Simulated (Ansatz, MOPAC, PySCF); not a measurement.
Dimer: CH4O (SMILES CO) (first 6 atoms) with H4OSi (SMILES O[SiH3]); geometry from B3LYP-D3(BJ)/def2-TZVP, rigid monomers moved along the line of their centres of mass till O2···H9 is 1.63 Å.
(charge 0, multiplicity 1):
```xyz
12

C     -0.063     0.092     0.184
O     -0.998     0.348     1.236
H     -0.101    -0.951    -0.143
H      0.925     0.296     0.590
H     -0.239     0.751    -0.669
H     -1.890     0.168     0.922
O     -0.118    -0.996     3.280
Si     0.976    -0.202     4.209
H     -0.539    -0.505     2.551
H      2.066     0.395     3.391
H      1.559    -1.196     5.137
H      0.363     0.897     4.999
```

Interaction energies are E(AB) − E(A) − E(B) at the monomers' geometry in the complex; basis-set methods are counterpoise corrected. Rows marked so take none.

Frozen-core correlation. Rows in 6-311+G**, 6-31G*, STO-3G carry no dispersion term and start afresh at each structure (6-31G* with six Cartesian d functions). MP2/6-31G* freezes PySCF's default core. The state that AM1, PM7 reach isn't checked; PM7 holds dispersion and hydrogen-bond terms.

Programs: Ansatz (a program for electronic structure); MOPAC for AM1, PM7 (differences of heats of formation); PySCF for 6-311+G** rows, 6-31G* rows, STO-3G rows, the dispersion terms. 

Other levels give for the interaction energy: PBE/def2-TZVPPD -254.8; B3LYP/def2-TZVPPD -212.6; B3LYP-D3(BJ)/def2-TZVPPD -302.5; wB97M-V/def2-TZVPPD -282.1; CCSD(T)/aug-cc-pV(D+d)Z -228.2 meV.

Common cheap choices:

| level | interaction energy (meV) |
|---|---|
| AM1 | 161.7 |
| PM7 | -275.2 |
| HF/STO-3G (no counterpoise) | -231.6 |
| BP86/6-31G* (no counterpoise) | -358.4 |
| B3LYP/6-31G* | -255.5 |
| B3LYP/6-31G* (no counterpoise) | -367.7 |
| B3LYP/6-311+G** (no counterpoise) | -267.1 |
| MP2/6-31G* (no counterpoise) | -384.2 |
